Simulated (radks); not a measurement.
The numbers below are computed, except where a source is named.
Q: Hf29+, 43 electrons, occupied as [Kr] 4d7. Code: a radial shooting solver on a logarithmic mesh with Libxc functionals. Model: Dirac Kohn-Sham, PBE, spin-unpolarised, spherical densities, finite nucleus; open shells fill j = l - 1/2 first; Fermi nuclear charge, rms radius 5.347 fm. Some entries of the table are withheld. Estimate them.

orbital  occ.  eigenvalue (eV)  <r> (bohr)  <1/r> (bohr^-1)
1s1/2       2        -66220.86         (1)            83.78
2s1/2       2        -12189.73         (2)            20.30
2p1/2       2        -11689.79         (3)            20.28
2p3/2       4        -10498.77         (4)            17.22
3s1/2       2        -3581.109      0.2072            7.490
3p1/2       2        -3360.967      0.1971            7.404
3p3/2       4        -3102.690      0.2110            6.623
3d3/2       4        -2731.627      0.1850            6.504
3d5/2       6        -2675.308      0.1893            6.317
4s1/2       2              (5)      0.4361            3.403
4p1/2       2        -1363.008         (6)            3.322
4p3/2       4        -1290.111         (7)            3.066
4d3/2       4        -1137.614      0.4542              (8)
4d5/2       3        -1122.470      0.4609              (9)

A: 
(1) 1s1/2 <r> (bohr): 0.01899
(2) 2s1/2 <r> (bohr): 0.07979
(3) 2p1/2 <r> (bohr): 0.06614
(4) 2p3/2 <r> (bohr): 0.07387
(5) 4s1/2 eigenvalue (eV): -1455.793
(6) 4p1/2 <r> (bohr): 0.4358
(7) 4p3/2 <r> (bohr): 0.4589
(8) 4d3/2 <1/r> (bohr^-1): 2.929
(9) 4d5/2 <1/r> (bohr^-1): 2.870
